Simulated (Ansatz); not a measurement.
Mulliken charges of C$_{2}$H$_{4}$O$_{2}$Si (`C=C1O[SiH2]O1`) from ωB97M-V/def2-TZVPP in Ansatz (PBE0-D4/def2-TZVP geometry).

| atom | x (Å) | y (Å) | z (Å) | charge (e) |
| --- | --- | --- | --- | --- |
| C1 | 0.527 | 1.358 | -1.130 | -0.271 |
| C2 | 0.157 | 0.383 | -0.323 | 0.349 |
| O3 | -0.585 | 0.474 | 0.838 | -0.398 |
| Si4 | -0.440 | -1.191 | 0.978 | 0.552 |
| O5 | 0.422 | -0.967 | -0.442 | -0.398 |
| H6 | 0.243 | 2.375 | -0.905 | 0.104 |
| H7 | 1.111 | 1.133 | -2.008 | 0.104 |
| H8 | -1.701 | -1.950 | 0.841 | -0.021 |
| H9 | 0.354 | -1.662 | 2.133 | -0.021 |

**Question.** By hand: the dipole of these point charges (1 e Å = 4.8032 D).

**Answer.** Σ q r = (-0.097, -0.255, 0.210) e Å, of length 0.344 e Å = 1.65 D.

**Question.** How does the dipole of the full density compare? (Best estimate.)

**Answer.** Computed: (-0.118, -0.312, 0.258) e Å, 2.03 D; the point charges give 0.81 times that, at 0° from its direction.

Point charges leave out the atoms' own dipoles, such as those of lone pairs, and Mulliken's split depends on the basis, so the two needn't agree.
